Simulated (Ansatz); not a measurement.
One change: `[SiH3]OB(Cl)O[SiH3]` becomes `FB(O[SiH3])O[SiH3]`.

Ansatz, PBE0-D4/def2-TZVP geometries, multiplicity 1. Each molecule was computed in one conformer, which needn't be the lowest.

```json
{"property": "zero-point energy (PBE0-D4/def2-TZVP) / kJ/mol", "`[SiH3]OB(Cl)O[SiH3]`": "173.7"}
{"property": "HOMO energy (PBE/def2-TZVPP) / eV", "`[SiH3]OB(Cl)O[SiH3]`": "-7.66"}
{"property": "HOMO energy (B3LYP/def2-TZVPP) / eV", "`[SiH3]OB(Cl)O[SiH3]`": "-8.88"}
{"property": "LUMO energy (ωB97M-V/def2-TZVPP) / eV", "`[SiH3]OB(Cl)O[SiH3]`": "1.47"}
{"property": "HOMO energy (ωB97M-V/def2-TZVPP) / eV", "`[SiH3]OB(Cl)O[SiH3]`": "-11.46"}
{"property": "size of the dipole moment (ωB97M-V/def2-TZVPP) / D", "`[SiH3]OB(Cl)O[SiH3]`": "0.08"}
```

What does the change do to each property? (An estimate is asked.)

The calculation gave: 
| property | `FB(O[SiH3])O[SiH3]` | shift |
| --- | --- | --- |
| zero-point energy (PBE0-D4/def2-TZVP) / kJ/mol | 177.3 | 3.6 |
| HOMO energy (PBE/def2-TZVPP) / eV | -7.68 | -0.02 |
| HOMO energy (B3LYP/def2-TZVPP) / eV | -8.90 | -0.02 |
| LUMO energy (ωB97M-V/def2-TZVPP) / eV | 1.39 | -0.08 |
| HOMO energy (ωB97M-V/def2-TZVPP) / eV | -11.40 | 0.06 |
| size of the dipole moment (ωB97M-V/def2-TZVPP) / D | 0.04 | -0.04 |

With PBE0 the HOMO rises by 0.05 eV and the LUMO falls by 0.06 eV, so the gap narrows by about 0.11 eV. PBE moves the HOMO by -0.02 eV and ωB97M-V by 0.06 eV.

Positive LUMOs are unbound, so they and the gaps depend on the basis.

B3LYP here is the variant with VWN-RPA as its local correlation; programs differ in this.
